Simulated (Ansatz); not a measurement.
Geometry optimisation, DFT LDA, scalar-relativistic, plane waves, PAW in Ansatz.

Input:

```yaml
crystal:
  lattice:
    - [7.217652, 0.0, 0.0]
    - [0.0, 7.217652, 0.0]
    - [0.0, 0.0, 7.217652]
  atoms:
    - { symbol: O, position: [0.1033132, 0.6461125, 0.1615173], spin: 1.0 }
    - { symbol: O, position: [0.2456262, 0.5569243, 0.1216137], spin: 1.0 }
    - { symbol: O, position: [0.3128315, 0.7460287, 0.7304234], spin: 1.0 }
    - { symbol: O, position: [0.1747634, 0.7939046, 0.6385271], spin: 1.0 }
    - { symbol: O, position: [0.3462105, 0.1905758, 0.594677], spin: 1.0 }
    - { symbol: O, position: [0.4784096, 0.2763198, 0.6651835], spin: 1.0 }
    - { symbol: O, position: [0.8487781, 0.3128103, 0.9436501], spin: 1.0 }
    - { symbol: O, position: [0.8656741, 0.3274345, 0.7724763], spin: 1.0 }
    - { symbol: O, position: [0.7265021, 0.0321493, 0.3933053], spin: 1.0 }
    - { symbol: O, position: [0.5811115, 0.1063618, 0.3371458], spin: 1.0 }
    - { symbol: O, position: [0.6669005, 0.7353231, 0.964138], spin: 1.0 }
    - { symbol: O, position: [0.7065535, 0.7572427, 0.7975637], spin: 1.0 }
    - { symbol: O, position: [0.2160107, -0.0277012, 0.1081635], spin: 1.0 }
    - { symbol: O, position: [0.1202325, 0.1137577, 0.0833496], spin: 1.0 }
    - { symbol: O, position: [0.5941055, 0.6646811, 0.425678], spin: 1.0 }
    - { symbol: O, position: [0.6444335, 0.5005072, 0.4433938], spin: 1.0 }
magnetization:
  spin_polarized: true
basis:
  ecutwfc: 420.0
kpoints:
  mp_grid: { grid: [1, 1, 1] }
hamiltonian:
  xc: lda
scf:
  occupations: { method: fermi_dirac, width: 0.02 }
  lower_state_search: "off"
relax:
  f_tol: 0.3
  max_steps: 15
  adjacent_minimum: "off"
```

Command:

```bash
$ ansatz run input.yaml --threads 1 --pin off --max-ram 3072MiB --backend cpu --events-out ev --progress --plain --runs-dir out
```

Question: Where does it end, and by what steps?

Answer: The run converged. The threshold is loose, so the end isn't yet a minimum. The force dipped under the threshold on the way, but the program's further checks kept it going. Limits of this set-up: coarse k mesh. After 6 steps the energy has fallen by 0.742 eV; O5 moved furthest, 0.59 Å.

```
step  energy less start (eV)  largest force component (eV/Å)  accepted
   0                  0.0000                           2.904       yes
   1                 -0.5788                           1.550       yes
   2                 -0.6817                           0.826       yes
   3                 -0.7285                           0.126       yes
   4                 -0.7285                           0.126       yes
   5                 -0.6781                           1.379        no
   6                 -0.7423                           0.276       yes
```

```xyz
16
Lattice="7.2177 0.0000 0.0000 0.0000 7.2177 0.0000 0.0000 0.0000 7.2177" Properties=species:S:1:pos:R:3
O 0.621 4.493 0.888
O 1.674 3.929 0.770
O 2.226 5.387 5.287
O 1.140 5.740 4.904
O 2.417 1.179 4.843
O 3.313 1.957 5.049
O 6.114 2.469 6.590
O 6.278 2.366 5.404
O 5.412 0.473 2.825
O 4.304 0.714 2.419
O 4.633 5.289 7.175
O 5.012 5.149 6.043
O 1.979 -0.028 0.533
O 1.136 0.826 0.458
O 4.153 4.862 2.858
O 4.669 3.788 3.002
```

The run took 21 s on 1 thread of Arm Neoverse V1, on a shared host, peak memory 0.41 GiB.
